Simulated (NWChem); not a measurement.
Species: C₃H₄OS; SMILES O=C1CSC1

```xyz
9

O      0.0000     0.0000     2.1609
C      0.0000     0.0000     0.9593
C      0.0000    -1.1766    -0.0252
S      0.0000     0.0000    -1.4632
C      0.0000     1.1766    -0.0252
H     -0.8928    -1.8065     0.0446
H      0.8928    -1.8065     0.0446
H     -0.8928     1.8065     0.0446
H      0.8928     1.8065     0.0446
```
Atoms are numbered in this order, from 1.

Level: B3LYP/6-31G* (spherical d) (NWChem), optimised geometry, unscaled harmonic frequencies. 

Problem. List the harmonic frequencies with IR intensities, and the thermochemistry.

Solution. 
| frequency (cm⁻¹) | IR intensity (km/mol) |
|---|---|
| 65 | 16.4 |
| 445 | 0.3 |
| 451 | 9.4 |
| 519 | 0.1 |
| 684 | 3.5 |
| 717 | 1.7 |
| 767 | 0.0 |
| 843 | 10.5 |
| 931 | 10.8 |
| 1014 | 0.0 |
| 1121 | 23.4 |
| 1148 | 0.0 |
| 1214 | 58.1 |
| 1228 | 0.5 |
| 1469 | 4.8 |
| 1484 | 7.2 |
| 1890 | 247.3 |
| 3079 | 13.6 |
| 3083 | 12.1 |
| 3134 | 4.6 |
| 3135 | 0.0 |

```json
{
 "zero_point_energy": "40.6 kcal/mol",
 "thermal correction to the enthalpy at 298.15 K (with zero-point energy)": "44.3 kcal/mol",
 "heat capacity Cv": "16.7 cal/(mol K)",
 "entropy at 298.15 K and 1 atm (symmetry number 2)": "71.6 cal/(mol K)",
 "dipole_moment": "0.63 D"
}
```

Rigid rotor and harmonic oscillator; modes under 100 cm⁻¹ make the entropy uncertain.
